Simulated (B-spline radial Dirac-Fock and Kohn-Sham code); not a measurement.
## Mn⁺ 2s: cross section and angular parameters

System: manganese as Mn⁺ in the configuration [Ar] 3d5 4s1; threshold 774.6 eV (orbital energy of the model). Model: Dirac-Hartree-Slater photoionisation with a Latter tail; cross sections with all multipoles, angular parameters from the dipole term and its interference with E2. Program: a radial finite-basis atomic code.

For linearly polarised light dσ/dΩ = σ/(4π) [1 + β P₂(cos θ) + (δ + γ cos²θ) sin θ cos φ], with θ from the polarisation vector and φ the angle between the beam and the projection of the electron momentum on the plane normal to the polarisation.

```csv
hν (eV),σ (kb),β,γ
1000,110,1.999,0.197
1230,79.8,2.000,-0.006
1486.9,?,?,?
1660,47.4,2.000,-0.051
1750,43.0,2.000,-0.040
1890,37.2,2.000,-0.017
2580,20.2,2.000,0.143
2630,19.4,2.000,0.156
2950,15.3,2.000,0.240
2984.4,15.0,2.000,0.249
3300,12.1,2.000,0.331
3660,9.65,2.000,0.421
4520,6.04,2.000,0.624
5414.7,3.98,1.999,0.819
6060,3.05,1.999,0.948
6130,2.97,1.999,0.961
6570,2.52,1.999,1.044
9210,1.10,1.999,1.484
9251.7,1.08,1.999,1.490
15000,0.309,1.999,2.234
```

**Question.** Give the values at Al Kα (taken as 1486.9 eV).

**Answer.** σ = 57.7 kb, β = 2.000, γ = -0.058. For an s subshell δ is negligible.

Values without a named source are computed, but for edge energies of neutral atoms, which are taken from tables.
